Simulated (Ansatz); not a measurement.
`[CH3][Ge]([CH3])([Cl])[SeH]` + H₂ → `[CH3][GeH]([CH3])[Cl]` + H₂Se  (hydrogenolysis of a Ge–Se bond)

Computed with Ansatz on PBE0-D4/def2-TZVP structures; ΔE is electronic, products minus reactants. CCSD(T)/CBS adds triple-zeta CCSD(T) − MP2 to the extrapolated MP2 energy (def2 sets, frozen cores). This one scheme is used for every species. Functionals use def2-TZVPP. For Ge, Se outer-core shells are correlated without core-valence functions, which leaves a few kJ/mol of doubt a bond. Scalar relativity is left out up to krypton. Each species was taken in one conformer, which may not be the lowest.

`[CH3][Ge]([CH3])([Cl])[SeH]`:

Z-matrix (Å, degrees):
```
C
Ge 1 1.941
H 1 1.091 2 109.4
H 1 1.091 2 109.7 3 120.4
H 1 1.090 2 109.8 3 -119.5
C 2 1.941 1 115.6 3 -58.4
Cl 2 2.174 1 105.8 3 59.8
Se 2 2.354 1 111.4 3 178.7
H 6 1.091 2 109.3 1 58.4
H 6 1.090 2 109.9 1 177.9
H 6 1.091 2 110.0 1 -61.7
H 8 1.468 2 92.6 1 -45.8
```

H₂:

```xyz
2

H     0.072   -0.343   -0.128
H    -0.072    0.343    0.128
```

`[CH3][GeH]([CH3])[Cl]`:

```xyz
11

C    -1.081    1.231    0.309
Ge    0.529    0.150    0.423
C     0.597   -1.268   -0.903
Cl    0.497   -0.816    2.369
H    -1.961    0.592    0.393
H    -1.113    1.756   -0.648
H    -1.100    1.964    1.116
H     1.805    1.012    0.414
H    -0.289   -1.897   -0.817
H     0.633   -0.840   -1.907
H     1.483   -1.884   -0.749
```

H₂Se:

```xyz
3

Se    0.619   -0.255   -0.142
H    -0.586   -0.786    0.503
H    -0.033    1.041   -0.361
```

```
                      species  BLYP energy (Eh)
`[CH3][Ge]([CH3])([Cl])[SeH]`       -5019.35555
                           H₂          -1.16959
      `[CH3][GeH]([CH3])[Cl]`       -2617.72790
                         H₂Se       -2402.78290
```

**Question.** Work out ΔE.

**Answer.** ΔE = (-2617.72790) + (-2402.78290) − (-5019.35555) − (-1.16959) = 0.01434 Eh = +9.0 kcal/mol. CCSD(T)/CBS gives +12.2 kcal/mol.

Largest T1 diagnostic among the species: 0.009.

In def2-TZVPP, CCSD(T) changes the Hartree–Fock value by +5.4 kcal/mol (the triples alone add +1.4 kcal/mol) and MP2 by +8.4 kcal/mol. Leaving LDA and LC-ωPBE aside and taking each functional with its dispersion term where it has one, the values, not all of them listed here, spread over 4.9 kcal/mol, from B97M-V to revPBE-D4. From BLYP to BHLYP (50 % exact exchange), in def2-TZVPP and without D4, ΔE moves by −0.9 kcal/mol.
